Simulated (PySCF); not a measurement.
Does the answer move with the share of exact exchange?

Compound: BClH5PSi.
Z-matrix (Å and degrees, PBE0-D3(BJ)/def2-SVP geometry), rows numbered from 1:
```
Si
P   1  2.2543
B   2  1.8836  1   98.58
Cl  3  1.7493  2  122.64  1   130.13
H   1  1.4923  2  107.96  3  -170.98
H   1  1.4937  2  113.99  3   -49.71
H   1  1.4916  2  106.43  3    70.97
H   2  1.4238  1  100.98  3   103.54
H   3  1.2062  2  119.43  1   -54.90
```

PySCF, def2-SVPD basis, density fitting, gas phase, PBE0-D3(BJ)/def2-SVP geometry; singlet excitations by full TDDFT with frozen cores, triplets by Tamm–Dancoff TDDFT and ionisation energies by ΔSCF, from the lowest of the holes tried. One functional is left out:

| functional | exact exchange (%) | HOMO energy (eV) | LUMO energy (eV) | lowest singlet excitation (eV) | lowest triplet excitation (eV) | dipole moment (D) | mean polarisability (au) | vertical ionisation energy (eV) |
| --- | --- | --- | --- | --- | --- | --- | --- | --- |
| LDA | 0 | -6.57 | -2.96 | 4.06 | 3.36 | 1.252 | 92.2 | 9.37 |
| PBE | 0 | -6.49 | -2.76 | 4.17 | 3.36 | 1.191 | 90.5 | 9.25 |
| PBE0 | 25 | -7.57 | -1.88 | 4.55 | 3.66 | 1.238 | 87.0 | 9.46 |
| BHandHLYP | 50 | -8.50 | -0.85 | 4.90 | 4.01 | 1.255 | 84.2 | 9.46 |

Problem. Predict the row of B3LYP (20 % exact exchange) by straight lines through the other rows, and check it.

Solution. 
| property | line | computed | computed − line | PBE0 (25 %), for comparison |
| --- | --- | --- | --- | --- |
| HOMO energy (eV) | -7.33 | -7.34 | -0.01 | -7.57 |
| LUMO energy (eV) | -2.06 | -2.04 | +0.02 | -1.88 |
| lowest singlet excitation (eV) | 4.44 | 4.49 | +0.05 | 4.55 |
| lowest triplet excitation (eV) | 3.61 | 3.67 | +0.06 | 3.66 |
| dipole moment (D) | 1.235 | 1.206 | -0.029 | 1.238 |
| mean polarisability (au) | 88.3 | 87.7 | -0.6 | 87.0 |
| vertical ionisation energy (eV) | 9.39 | 9.45 | +0.06 | 9.46 |
